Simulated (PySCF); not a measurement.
# Radial density of Ir³⁸⁺ (iridium, charge +38)

PW91, [Kr] 4d3, high-spin 4F determinant. All numbers are calculated (PySCF 2.14, scalar relativity by spin-free X2C-1e, in an even-tempered Gaussian basis (19 s from 3.7 bohr⁻², ratio 2.5; 14 p from 4.8 bohr⁻², ratio 2.5; 9 d from 4.8 bohr⁻², ratio 2.5; 4 f from 21 bohr⁻², ratio 2.7; 3 g from 31 bohr⁻², ratio 2.7)).

```csv
r (bohr),4πr²ρ (e/bohr),4πr²(ρα − ρβ)
0.0188,96.19,0.0116
0.0317,108.2,0.1444
0.0532,143.0,1.0575
0.0896,107.7,3.5613
0.151,127.7,2.1183
0.253,53.45,2.4113
0.426,37.48,9.4515
0.717,2.479,0.7388
1.21,0.002537,0.0011
```

Densities and radii are taken from the X2C orbitals without a picture-change correction, which distorts them close to the nucleus.

Spin-orbit coupling is strong in this species (close to jj coupling), so the high-spin LS determinant is a model state, not a physical level.
